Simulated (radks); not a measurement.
Spherical quantum dot in the effective-mass picture: electrons in a well V = -V0 / (1 + exp((r - R)/a)) with V0 = 7.13, R = 6.9, a = 0.42, with a point charge +1 (a donor) at the centre, all in effective atomic units (hartree* = m*/eps^2 hartree, bohr* = eps/m* bohr), one dielectric constant everywhere. Calculated with a radial shooting solver with Libxc functionals: non-relativistic Kohn-Sham, LDA (Slater exchange, Perdew-Wang correlation), spin-polarised, spherical densities. Levels are named by radial order and angular momentum (1s, 1p, 1d, 2s, ...), and open shells are averaged over m. Results are scaled to m* = 0.049 and eps = 17.1, for which hartree* = 4.56 meV and bohr* = 18.47 nm.

N = 15, configuration 1s2 1p6 1d(up 5, down 1) 2s(up 1, down 0). This is the lowest configuration that the search found. Occupied and some empty levels:

level    occupation  eigenvalue (meV)  <r> (nm)
1s up             1           -19.836     71.96
1s down           1           -19.646     76.27
1p up             3           -19.472     83.50
1p down           3           -19.317     83.53
1d up             5           -18.976     86.72
2s up             1           -18.899     42.54
1d down           1           -18.821     86.73
2s down           0           -18.417     43.11
1f up             0           -18.307     89.32
1f down           0           -18.151     89.38
1g up             0           -17.480     91.60
1g down           0           -17.325     91.69
2p up             0           -17.066     62.63
2p down           0           -16.893     63.93

Energy (meV): total -389.026, kinetic 19.318, external -497.72, Hartree 105.48, exchange-correlation -16.099.

Electron density:

r (nm)  n(r) (e/nm^3)
3.35       0.00003478
11.8       0.00001410
20.2        6.008e-06
28.6        2.859e-06
37.0        1.736e-06
45.4        1.541e-06
53.9        1.855e-06
62.3        2.476e-06
70.7        3.195e-06
79.1        3.685e-06
87.5        3.564e-06
96.0        2.686e-06
104         1.429e-06
113         4.734e-07
121         8.642e-08
130         8.371e-09
138         4.973e-10
146         2.283e-11
155         9.451e-13
